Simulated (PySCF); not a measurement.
# Ionisation energy of Bi(73+) by level of theory

Bi(73+) [Ne] (1S) → Bi(74+) [He] 2s2 2p5 (2P), as a difference of total energies. Calculation: PySCF 2.14, in an uncontracted even-tempered set (18 s from 56 bohr⁻², ratio 2.2; 13 p from 72 bohr⁻², ratio 2.2; 5 d from 280 bohr⁻², ratio 2.4; 5 f from 420 bohr⁻², ratio 2.4; 4 g from 630 bohr⁻², ratio 2.4); the spin-free X2C one-electron Hamiltonian (Gaussian nucleus). Correlated levels: nothing frozen; virtual orbitals above 40 to 60 times the deepest correlated orbital energy dropped. The calculations carry no spin-orbit coupling.

| method | ionisation energy (eV) |
| --- | --- |
| UHF | 20860.7 |
| LDA | 20852.4 |
| PBE | 20854.7 |
| PBE0 | 20856.7 |
| r2SCAN | 20862.1 |
| M06 | 20863.5 |
| BHandHLYP | 20859.4 |
| MP2 (all electrons) | 20862.7 |
| SCS-MP2 (all electrons) | 20862.5 |

A first-order spin-orbit estimate (lowest level to lowest level, LS coupling) adds -718.0 eV.

For this ion Breit and QED terms and the two-electron picture change, all absent here, outweigh the differences among the correlated methods.

For comparison: 20130 ± 90 eV (theoretical estimate listed by NIST; NIST Atomic Spectra Database, ionization energies).
